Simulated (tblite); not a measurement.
Compound: C8H5FN (doublet state).
Structure used (GFN2-xTB), in Å, numbered top down from 1:
```
atom  x, y, z in Å
C1     4.1466    0.2825    0.0350
C2     2.9790    0.0817   -0.2408
C3     1.5720    0.0426   -0.1111
C4     0.9392   -1.0890    0.4195
C5    -0.4326   -1.1618    0.4772
C6    -1.2323   -0.0987    0.0385
N7    -2.5929   -0.1606    0.0491
C8    -0.5706    1.0369   -0.4587
F9    -1.3379    2.0788   -0.8720
C10    0.7942    1.1305   -0.5291
H11    1.5427   -1.9134    0.7671
H12   -0.9150   -2.0471    0.8642
H13   -3.1105    0.6835   -0.1281
H14   -3.0437   -0.8825    0.5822
H15    1.2576    2.0246   -0.9150
```

Level: GFN2-xTB in tblite, geometry and Hessian alike; calculated harmonic values, unscaled, isolated species. The method is semi-empirical: single wavenumbers can be off by several per cent or more. One conformer, not necessarily the lowest. Open shells enter through the occupations alone, without spin polarisation, and single modes of such species can be off by tens of per cent.

Harmonic wavenumbers (cm⁻¹): 93.7, 127.6, 179.4, 267.1, 273.3, 334.6, 358.9, 381.4, 406.9, 419.0, 442.1, 474.7, 533.7, 570.3, 657.5, 688.7, 810.5, 819.5, 865.9, 905.3, 944.6, 1000.2, 1104.0, 1159.9, 1203.1, 1242.5, 1326.1, 1342.2, 1427.2, 1458.8, 1512.6, 1523.2, 1575.9, 2001.9, 3084.0, 3103.4, 3115.4, 3479.0, 3543.4.

A = 3035, B = 945.6, C = 722.7 MHz; mass 134.041 u (most abundant isotopes); point group C1, symmetry number 1; spin multiplicity 2.

**Question.** What is the zero-point energy?

**Answer.** ½Σν̃ = 22379 cm⁻¹ = 63.98 kcal/mol.

**Question.** Give the ideal-gas entropy at 350 K and 1 bar in the rigid-rotor, harmonic-oscillator model (classical rotation).

**Answer.** Translation 41.41, rotation 29.91, vibration 26.68, spin (R ln 2) 1.38: S = 99.4 cal/(mol K).

**Question.** And Cp and H(350 K) − H(0)?

**Answer.** Cp = 40.47 cal/(mol K), of which vibrations give 32.52 (their classical limit is 39 R = 77.5); H(350 K) − H(0) = 8.25 kcal/mol without the zero-point energy, 5.46 from vibrations.

**Question.** Blend soft modes into free rotors: weight 1/[1 + (100 cm⁻¹/ν̃)⁴] for the oscillator and the rest for a rotor with moment μB/(μ + B), μ = h/(8π²ν), B = 10⁻⁴⁴ kg m². What vibrational entropy results?

**Answer.** 26.08 cal/(mol K) in place of 26.68, which changes −T·S at 350 K by +0.21 kcal/mol.

**Question.** Which modes carry the vibrational entropy at 350 K?

**Answer.** 93.7 cm⁻¹: 3.90; 127.6 cm⁻¹: 3.29; 179.4 cm⁻¹: 2.64; 267.1 cm⁻¹: 1.90; 273.3 cm⁻¹: 1.86; 334.6 cm⁻¹: 1.50 cal/(mol K); the other 33 give 11.60 together.

**Question.** How do the functions run with temperature in this model?

**Answer.** 
| T (K) | S (cal/(mol K)) | Cp (cal/(mol K)) | H − H(0) (kcal/mol) | G − H(0) (kcal/mol) | ln q(vib) |
| --- | --- | --- | --- | --- | --- |
| 150 | 74.0 | 21.1 | 1.97 | -9.12 | 1.40 |
| 250 | 87.3 | 31.6 | 4.63 | -17.19 | 3.37 |
| 298.15 | 93.2 | 36.1 | 6.26 | -21.54 | 4.42 |
| 400 | 105.0 | 44.3 | 10.37 | -31.65 | 6.70 |
| 600 | 125.4 | 55.9 | 20.48 | -54.75 | 11.18 |
| 900 | 150.2 | 66.1 | 38.93 | -96.22 | 17.44 |

q(vib) and H(0) count from the zero-point level.

Hindered rotation and anharmonicity are outside this model. Other conformers, if any are populated, would add a mixing term that is left out. The structure is chiral; the term R ln 2 for an equal mix with its mirror image is left out.
